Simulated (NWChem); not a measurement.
# Correlation energy of As

SMILES: [As]
```xyz
1

As     0.0000     0.0000     0.0000
```
Charge 0, spin multiplicity 4.

The numbers come from NWChem runs, not from measurements.

Basis set: def2-QZVP. Each correlation energy counts from its own Hartree-Fock reference.

The Hamiltonian is non-relativistic. The correlated methods keep 9 core orbitals frozen. No SCF solution was tested for a lower state. Open-shell Hartree-Fock references start from PBE0 orbitals. Coupled-cluster values serve here as a point of comparison, not as the truth.

**Question.** For the correlation energy, SCS-UMP2 gives -230.1 mHa and CCSD on ROHF gives -254.6 mHa. What do CCSD(T) on ROHF, CCSD[T] on UHF, CCSD[T] on ROHF give?

**Answer.** CCSD(T) on ROHF: -262.7 mHa; CCSD[T] on UHF: -261.7 mHa; CCSD[T] on ROHF: -263.3 mHa.
